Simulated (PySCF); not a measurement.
# `F[Si@@H]1[C@H](C)COC=C1`, C₅H₉FOSi

Molfile (atoms numbered from 1):
```
C5H9FOSi
     RDKit          3D

 17 17  0  0  0  0  0  0  0  0999 V2000
   -2.1139    0.0003   -0.5222 C   0  0  0  0  0  0  0  0  0  0  0  0
   -0.7220   -0.4400   -0.0829 C   0  0  2  0  0  0  0  0  0  0  0  0
   -0.3470    0.2622    1.2232 C   0  0  0  0  0  0  0  0  0  0  0  0
    0.8569   -0.1817    1.8263 O   0  0  0  0  0  0  0  0  0  0  0  0
    1.9927   -0.1493    1.1120 C   0  0  0  0  0  0  0  0  0  0  0  0
    2.1381    0.0097   -0.2075 C   0  0  0  0  0  0  0  0  0  0  0  0
    0.6559   -0.0269   -1.3318 Si  0  0  2  0  0  4  0  0  0  0  0  0
    0.3332    1.4300   -1.9682 F   0  0  0  0  0  0  0  0  0  0  0  0
   -2.8533   -0.2198    0.2472 H   0  0  0  0  0  0  0  0  0  0  0  0
   -2.1305    1.0701   -0.7184 H   0  0  0  0  0  0  0  0  0  0  0  0
   -2.4019   -0.5168   -1.4338 H   0  0  0  0  0  0  0  0  0  0  0  0
   -0.7430   -1.5166    0.1113 H   0  0  0  0  0  0  0  0  0  0  0  0
   -1.1099    0.0977    1.9908 H   0  0  0  0  0  0  0  0  0  0  0  0
   -0.2677    1.3438    1.0383 H   0  0  0  0  0  0  0  0  0  0  0  0
    2.8409   -0.2693    1.7783 H   0  0  0  0  0  0  0  0  0  0  0  0
    3.1448    0.0332   -0.5922 H   0  0  0  0  0  0  0  0  0  0  0  0
    0.7197   -0.9147   -2.4804 H   0  0  0  0  0  0  0  0  0  0  0  0
  1  2  1  0
  2  3  1  0
  3  4  1  0
  4  5  1  0
  5  6  2  0
  6  7  1  0
  7  8  1  0
  7  2  1  0
  1  9  1  0
  1 10  1  0
  1 11  1  0
  2 12  1  1
  3 13  1  0
  3 14  1  0
  5 15  1  0
  6 16  1  0
  7 17  1  6
M  END
```

Theory: TDDFT CAM-B3LYP/def2-SVPD circular dichroism and optical rotation, one conformer, gas phase in PySCF 2.14.0. Geometry: GFN2-xTB.

States above about 8.5 eV (minus the energy of the highest occupied orbital) lie near or above the ionisation threshold and depend on the basis. Singlets 2 and 3 lie within 0.01 eV of each other, so their separate moments and overlaps can depend on how they mix.

**Question.** Assign R or S to each stereocentre.

**Answer.** C2 R, Si7 R.

**Question.** List the lowest 16 singlet excitations with oscillator and rotatory strengths.

**Answer.** Rotatory strengths R in 10⁻⁴⁰ esu² cm², velocity form and length form (origin at the centre of mass); f in length form.
```csv
state,E (eV),λ (nm),f,R (velocity),R (length),main
1,6.12,202,0.159,+52.0,+54.9,HOMO→LUMO 0.93
2,6.79,183,0.016,+10.9,+9.9,"HOMO→LUMO+1 0.45, HOMO−1→LUMO 0.28"
3,6.79,183,0.007,+0.7,+0.4,"HOMO−1→LUMO 0.60, HOMO→LUMO+1 0.21"
4,7.45,166,0.039,-22.0,-21.7,HOMO−2→LUMO 0.71
5,7.49,165,0.014,+0.2,+0.9,"HOMO→LUMO+3 0.72, HOMO−2→LUMO 0.09"
6,7.62,163,0.025,-4.8,-6.0,"HOMO→LUMO+2 0.50, HOMO→LUMO+1 0.24"
7,7.88,157,0.005,-10.8,-10.6,"HOMO→LUMO+4 0.65, HOMO→LUMO+3 0.11"
8,7.98,155,0.005,+5.7,+5.5,"HOMO−1→LUMO+1 0.71, HOMO−1→LUMO+2 0.11"
9,8.03,154,0.010,-6.4,-4.2,"HOMO→LUMO+5 0.57, HOMO→LUMO+2 0.10"
10,8.30,149,0.040,-13.9,-12.2,"HOMO−1→LUMO+3 0.71, HOMO−4→LUMO 0.09"
11,8.34,149,0.025,+45.8,+45.4,"HOMO−1→LUMO+2 0.48, HOMO−1→LUMO+1 0.11"
12,8.37,148,0.034,-18.9,-18.9,"HOMO→LUMO+6 0.31, HOMO→LUMO+8 0.19"
13,8.58,144,0.018,+35.1,+33.1,"HOMO→LUMO+7 0.38, HOMO→LUMO+6 0.21"
14,8.60,144,0.010,-23.0,-21.9,"HOMO−4→LUMO 0.36, HOMO−3→LUMO 0.20"
15,8.79,141,0.003,-6.9,-6.4,"HOMO→LUMO+8 0.50, HOMO→LUMO+7 0.28"
16,8.81,141,0.017,+5.2,+5.4,"HOMO→LUMO+9 0.45, HOMO→LUMO+11 0.09"
```

Among the states computed, the strongest CD band (largest |R|) is state 1. The largest dissymmetry factor in size, g = 4R/(D+G), with D and G the electric and magnetic dipole strengths, is -0.032 for state 15 (velocity form, f = 0.003), among bands with |R| over 0.5. The mirror image has the same energies and oscillator strengths and all R with the opposite sign.
